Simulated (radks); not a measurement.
Problem. C0.75+, configuration [He] 2s(up 1, down 0.25) 2p2 (fractional occupations, a model configuration). Method: scalar-relativistic Kohn-Sham, BLYP, spin-polarised, spherical densities, finite nucleus; open shells are filled with parallel spins first; Fermi nuclear charge, rms radius 2.4702 fm; computed with a radial shooting solver on a logarithmic mesh with Libxc functionals. Some entries of the table are withheld. Estimate them.

orbital  occ.  eigenvalue (eV)  <r^2> (bohr^2)
1s up       1        -284.5857             (1)
1s down     1        -283.2202             (2)
2s up       1              (3)             (4)
2s down  0.25              (5)             (6)
2p up       2         -14.9848           2.895

Solution. 
(1) 1s up <r^2> (bohr^2): 0.09949
(2) 1s down <r^2> (bohr^2): 0.09893
(3) 2s up eigenvalue (eV): -23.7377
(4) 2s up <r^2> (bohr^2): 2.567
(5) 2s down eigenvalue (eV): -19.4327
(6) 2s down <r^2> (bohr^2): 2.900
